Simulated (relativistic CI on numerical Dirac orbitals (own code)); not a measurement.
## W3+ (5d3) in a crystal field

Calculated by Dirac-Coulomb-Breit CI, separate exchange-only KLI orbitals for each configuration, a model potential for QED, valence Slater integrals scaled by 0.9, one configuration in a parametric crystal field (own radial code). With so little scaling, terms lie 10 to 35 % too far apart, which can change the order of excited levels.

Field parameters in Wybourne normalisation: Oh B⁴₀ = 21Dq, B⁴₄ = √(5/14) B⁴₀. The field is a parameter set, without covalency.

S is read from ⟨S²⟩ = S(S + 1).

Levels (cm⁻¹, degeneracy): 0 (4), 12245 (4), 13396 (4), 14346 (2), 17972 (2), 18562 (4), 20047 (4), 20452 (2), 21547 (2), 22436 (4), 25870 (2), 27143 (4).

Which field gives this pattern?
A. Oh, 10Dq = 18650 cm⁻¹
B. Oh, 10Dq = 43200 cm⁻¹
C. Oh, 10Dq = 44650 cm⁻¹

A. Oh, 10Dq = 18650 cm⁻¹, ground level with S = 1.48.
